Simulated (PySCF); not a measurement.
One of the candidates below gave these computed data.

All candidates are CH10ClPSi3.

| technique | computed result |
| --- | --- |
| UV, first state | lowest singlet excitation: 5.97 eV (208 nm, f = 0.019) [TDDFT CAM-B3LYP/def2-SVPD] |
| Polarisability | 131.9 au [CAM-B3LYP/def2-SVPD] |
| 13C NMR | chemical shifts (computed TMS as zero) by class: -14.4 (1 C) ppm [GIAO PBE0/pcSseg-1] |
| Rotational structure | rotational constants A, B, C: 1.446, 0.743, 0.537 GHz [GFN2-xTB] |
| UV, strongest line | among the 8 lowest singlet transitions: S6 at 7.17 eV (173 nm, f = 0.098) [TDDFT CAM-B3LYP/def2-SVPD] |
| Dipole | 1.10 D [CAM-B3LYP/def2-SVPD] |
| NMR, other nuclei | isotropic shieldings of nuclei other than C and H, by class: 356 (1 Si), 391 (1 Si), 422 (1 Si), 620 (1 P), 1011 (1 Cl) ppm [GIAO PBE0/pcSseg-1] |
| Triplet | lowest triplet excitation (Tamm–Dancoff): 5.41 eV [TDA CAM-B3LYP/def2-SVPD] |
| 1H NMR | chemical shifts (computed TMS as zero) by class: 5.74 (2 H), 4.61 (2 H), 3.99 (3 H), 0.36 (1 H), 0.21 (2 H) ppm [GIAO PBE0/pcSseg-1] |

Electronic properties: PySCF, gas phase, density fitting. Levels stand in brackets. One conformer (not necessarily the lowest) at the GFN2-xTB geometry, without solvent, vibrations or thermal averaging. GFN2-xTB frequencies show an imaginary mode (29i cm⁻¹), so this geometry is no minimum at that level. Each NMR value is the plain mean over a class of atoms that symmetry, rotation or inversion makes alike.

Problem. Which candidate is it?
A. `[SiH3][Si@H](P)[SiH2]CCl`
B. `[SiH3]P([SiH3])[SiH2]CCl`
C. `[SiH3]C[SiH2]P[SiH2]Cl`

Solution. C. It is `[SiH3]C[SiH2]P[SiH2]Cl`. Numbering: `[SiH3:1][CH2:2][SiH2:3][PH:4][SiH2:5][Cl:6]`. The one carbon: sp3 carbon bound to silicon [C2] (-14.4 ppm). Hydrogen classes from least to most shielded: 2 H on a chlorine-bound silicon, Si5 (5.74 ppm), 2 H on an SiH2 silicon, Si3 (4.61 ppm), 3 H on an SiH3 silicon, Si1 (3.99 ppm), 1 H on a three-coordinate phosphorus, P4 (0.36 ppm), 2 H on an sp3 carbon bound to silicon, C2 (0.21 ppm). The other shieldings belong to: 356 ppm, chlorine-bound silicon [Si5]; 391 ppm, SiH2 silicon [Si3]; 422 ppm, SiH3 silicon [Si1]; 620 ppm, three-coordinate phosphorus [P4]; 1011 ppm, silicon-bound chlorine [Cl6]. The optimised geometry has point group C1 and is an asymmetric top.

The others, at the same levels:
- `[SiH3][Si@H](P)[SiH2]CCl` fails: its computed 13C shifts are 31.2 (1 C) ppm, 1H shifts are 4.32 (1 H), 4.26 (1 H), 3.91 (1 H), 3.72 (3 H), 3.25 (1 H), 3.04 (1 H), 1.12 (2 H) ppm and smallest rotational constant is 0.567 GHz (against 0.537 GHz).
- `[SiH3]P([SiH3])[SiH2]CCl` fails: its computed 13C shifts are 32.7 (1 C) ppm, 1H shifts are 4.49 (2 H), 4.21 (6 H), 3.17 (2 H) ppm and rotational constant A is 1.849 GHz (against 1.446 GHz).

Each candidate is one conformer, not necessarily the lowest. The conformers computed, where there is a choice (atom-mapped SMILES and torsion angles):
- `[SiH3:1][CH2:2][SiH2:3][PH:4][SiH2:5][Cl:6]`: Si1–C2–Si3–P4 -144°, C2–Si3–P4–Si5 77°, Si3–P4–Si5–Cl6 -76°
- `[SiH3:1][Si@H:2]([PH2:3])[SiH2:4][CH2:5][Cl:6]`: Si1–Si2–Si4–C5 26°, Si2–Si4–C5–Cl6 -58°, H–P3–Si2–Si1 -79°, H–P3–Si2–Si1 -171°
- `[SiH3:1][P:2]([SiH3:3])[SiH2:4][CH2:5][Cl:6]`: Si1–P2–Si4–C5 -62°, P2–Si4–C5–Cl6 77°
